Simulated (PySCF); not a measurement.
An excited-state job on `[SiH3][SiH]([SiH3])[O][GeH3]`.

Computed with TDDFT CAM-B3LYP/def2-SVPD, vertical, gas phase, core orbitals frozen in the response (PySCF 2.14.0, density-fitted response routines). Geometry: GFN2-xTB. The command runs a driver script over a list of jobs; the input below is this job's line of settings and its coordinates in Å.

Command:
```bash
OMP_NUM_THREADS=1 python probes_run.py task.json out
```

Input:
```
{"job": {"kind": "uv", "xc": "CAM-B3LYP", "basis": "def2-SVPD", "nstates": 8, "ntriplets": 3}, "charge": 0, "multiplicity": 1}
Si    -2.316576    -1.007957    -0.632754
Si    -0.576614     0.059889     0.457595
Si     0.016802     2.242397    -0.066001
O      0.694250    -0.931866     0.106338
Ge     2.383193    -1.185128     0.329784
H     -2.053903    -1.317819    -2.043357
H     -3.484664    -0.118928    -0.619552
H     -2.765144    -2.272761    -0.037121
H     -0.735142    -0.035868     1.930663
H     -0.841993     3.198713     0.640272
H     -0.125645     2.543338    -1.497280
H      1.401480     2.609078     0.273335
H      2.654568    -2.448374    -0.421909
H      3.106927    -0.002861    -0.243275
H      2.638048    -1.323863     1.801350
```

Output:
```
coarse grid: 56552 points
cycle   1  E = -3026.1238462699  dE = -5.029e-01  |g| = 8.699e-01  |ddm| = 4.551e+00
cycle   2  E = -3025.9481136707  dE =  1.757e-01  |g| = 1.313e+00  |ddm| = 2.444e+00
cycle   3  E = -3026.2569444857  dE = -3.088e-01  |g| = 1.117e-01  |ddm| = 1.556e+00
cycle   4  E = -3026.2589757888  dE = -2.031e-03  |g| = 4.836e-02  |ddm| = 2.243e-01
cycle   5  E = -3026.2592513340  dE = -2.755e-04  |g| = 4.914e-03  |ddm| = 5.289e-02
cycle   6  E = -3026.2592606327  dE = -9.299e-06  |g| = 1.171e-03  |ddm| = 1.526e-02
final grid: 113744 points
cycle   7  E = -3026.2591998885  dE = -4.604e-07  |g| = 8.522e-04  |ddm| = 5.943e-03
cycle   8  E = -3026.2591999813  dE = -9.275e-08  |g| = 7.520e-04  |ddm| = 3.083e-03
cycle   9  E = -3026.2592001027  dE = -1.214e-07  |g| = 1.385e-04  |ddm| = 1.329e-03
cycle  10  E = -3026.2592001063  dE = -3.630e-09  |g| = 3.247e-05  |ddm| = 1.911e-04
cycle  11  E = -3026.2592001066  dE = -3.452e-10  |g| = 1.846e-05  |ddm| = 9.209e-05
converged SCF energy = -3026.2592001066

Static polarisability (au): isotropic 118.969, principal 102.305 119.829 134.774

Singlet excitations
state   eV       nm        f      main configurations
  1   5.7128    217.0   0.04366   H->L 0.94
  2   6.1663    201.1   0.00717   H-1->L 0.93
  3   6.5624    188.9   0.11930   H->L+1 0.72, H->L+4 0.09
  4   7.1311    173.9   0.02557   H->L+3 0.41, H-1->L+1 0.31
  5   7.1336    173.8   0.01438   H-1->L+1 0.40, H->L+3 0.27, H->L+2 0.12
  6   7.2457    171.1   0.00879   H->L+4 0.33, H->L+2 0.18, H->L+3 0.13
  7   7.5073    165.2   0.09751   H-3->L 0.22, H->L+2 0.18, H->L+5 0.12
  8   7.5783    163.6   0.03801   H-2->L 0.44, H-1->L+4 0.24

Triplet excitations (Tamm-Dancoff, eV): 5.0673 5.6793 5.8457
```

The SCF starts on a coarse grid where the log names one; the energy can jump when the final grid takes over, and dE then counts from the start density on the new grid. H and L stand for HOMO and LUMO; the number after each pair is its weight.

Q: Which computed singlet has the largest oscillator strength, and what do all of them sum to?

A: State 3 at 6.56 eV (189 nm), f = 0.119; the 8 states sum to 0.354.

Q: Give S1 in cm⁻¹ and kJ/mol.

A: 5.7128 eV × 8065.54 = 46077 cm⁻¹; × 96.485 = 551.2 kJ/mol.

Main results: HOMO -8.93 eV, LUMO 0.07 eV; lowest singlet 5.71 eV; lowest triplet 5.07 eV (Tamm–Dancoff); mean polarisability 119.0 au.

 The CAM-B3LYP/def2-SVPD calculation is non-relativistic and has no spin–orbit coupling, an omission that weighs most on germanium.

Hardware: an Arm Neoverse N1 with one thread, no GPU, shared host with 64 logical CPUs at a one-minute load of 61. Cost: 88 s, 0.99 GiB resident at most.

One conformer stands for the species.
Labels such as C1 count atoms from 1, the log's own numbers from 0.
